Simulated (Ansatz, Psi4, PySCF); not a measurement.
Molecule: H5SiN2O (charge 0, doublet). SMILES: N[Si](N)O
Geometry: optimised at B3LYP-D3(BJ)/def2-TZVP (Ansatz, a program for electronic structure).

Property: atomisation energy, in kcal/mol. Conventions: valence correlation only; no spin-orbit coupling; LANL2DZ with its own core potentials from Na on; 6-311+G** with 5d, 6d on Na to Ar in Ansatz; six Cartesian d functions in 6-31G* and its kin unless marked 5d; non-relativistic; dispersion terms only where a functional's name holds one; open shells spin-unrestricted; atomisation electronic, to ground-state atoms. CBS marks a two-point X^-3 extrapolation of the correlation energy; Hartree-Fock from the larger set. Ab initio and DFT rows: single points at B3LYP-D3(BJ) geometries (Ansatz).

Coupled cluster (Ansatz) is a level with limits of its own, used here on species with T1 under 0.025 (0.045 for open shells) and stable references: CCSD(T)/CBS(cc-pV(T+d)Z,cc-pV(Q+d)Z).

Value to compare with, CCSD(T)/CBS(cc-pV(T+d)Z,cc-pV(Q+d)Z) (Ansatz): 763.7 kcal/mol.

```json
[
 {"level": "PBE/STO-3G", "program": "Ansatz", "atomisation energy (kcal/mol)": "794.1", "difference": "30.4"},
 {"level": "PBE/LANL2DZ", "program": "Ansatz", "atomisation energy (kcal/mol)": "716.2", "difference": "-47.5"},
 {"level": "BLYP/6-31G*", "program": "Ansatz", "atomisation energy (kcal/mol)": "733.2", "difference": "-30.5"},
 {"level": "BP86/def2-SVP", "program": "PySCF", "atomisation energy (kcal/mol)": "771.2", "difference": "7.5"},
 {"level": "BP86/6-31G* (5d)", "program": "PySCF", "atomisation energy (kcal/mol)": "759.8", "difference": "-3.9"},
 {"level": "B3LYP/6-31G", "program": "Ansatz", "atomisation energy (kcal/mol)": "675.3", "difference": "-88.4"},
 {"level": "B3LYP/6-31G*", "program": "Ansatz", "atomisation energy (kcal/mol)": "729.8", "difference": "-33.9"},
 {"level": "B3LYP/cc-pVDZ", "program": "Ansatz", "atomisation energy (kcal/mol)": "721.2", "difference": "-42.5"},
 {"level": "B3LYP/6-311+G**", "program": "Ansatz", "atomisation energy (kcal/mol)": "745.4", "difference": "-18.3"},
 {"level": "PBE0/6-31G*", "program": "Ansatz", "atomisation energy (kcal/mol)": "726.2", "difference": "-37.5"},
 {"level": "M06-2X/6-311+G**", "program": "PySCF", "atomisation energy (kcal/mol)": "749.7", "difference": "-14.0"},
 {"level": "wB97X-D/6-311+G**", "program": "Psi4", "atomisation energy (kcal/mol)": "745.1", "difference": "-18.6"},
 {"level": "MP2/3-21G", "program": "Ansatz", "atomisation energy (kcal/mol)": "583.6", "difference": "-180.1"},
 {"level": "MP2/LANL2DZ", "program": "Ansatz", "atomisation energy (kcal/mol)": "595.7", "difference": "-168.0"},
 {"level": "PBE/def2-TZVPD", "program": "Ansatz", "atomisation energy (kcal/mol)": "774.5", "difference": "10.8"},
 {"level": "wB97M-V/def2-TZVPD", "program": "Ansatz", "atomisation energy (kcal/mol)": "763.8", "difference": "0.1"}
]
```

Among the 14 habitual levels, MP2/3-21G lies farthest from CCSD(T)/CBS(cc-pV(T+d)Z,cc-pV(Q+d)Z) (Ansatz) (-180.1 kcal/mol) and BP86/6-31G* (5d) nearest (-3.9); 2 of 14 lie above it, and their mean absolute difference is 51.5 kcal/mol, the median 32.2. One case shows no general order.

The levels are drawn from those run, B3LYP/6-31G* more often than the rest, none by its result; left out are runs that failed, that the program found above a lower state of the same kind, or whose <S^2> lies over 0.5 above the pure value.
